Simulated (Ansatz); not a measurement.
Zn(NH2)2 (ZnN2H4), relaxed as a singlet with RKS PBE-D4/def2-TZVP in Ansatz, starting from the GFN2-xTB geometry. Force threshold 0.02 eV/Å.

Start:

Cartesian coordinates in Å:
```
Zn 0.245 -0.142 -0.108
N -1.073 -1.422 -0.081
H -1.050 -2.183 -0.745
H -1.265 -1.841 0.819
N 0.843 1.561 0.214
H 0.468 2.278 -0.392
H 1.832 1.749 0.293
```

Question: Estimate the energy that the relaxation releases and the steps that it takes.

Answer: 3.3 kcal/mol, in 6 steps; 18 s on 4 threads of Intel Xeon on a shared host. No frequencies were taken in this run, so the end may be a saddle point.

Question: Does the start keep its bonding and symmetry?

Answer: By distances, no bond broke or formed. The bond that changes most is Zn1–N2, from 1.84 to 1.82 Å (atoms count from 1).

Question: Predict the relaxed structure.

Answer: 
Cartesian coordinates in Å:
```
Zn -0.040 0.024 0.022
N -1.113 -1.449 -0.077
H -0.818 -2.155 -0.753
H -1.280 -1.928 0.809
N 0.845 1.606 0.229
H 0.545 2.357 -0.394
H 1.861 1.545 0.165
```
Bond lengths: 2 × N–Zn 1.82 to 1.83 Å; 4 × H–N 1.02 Å.
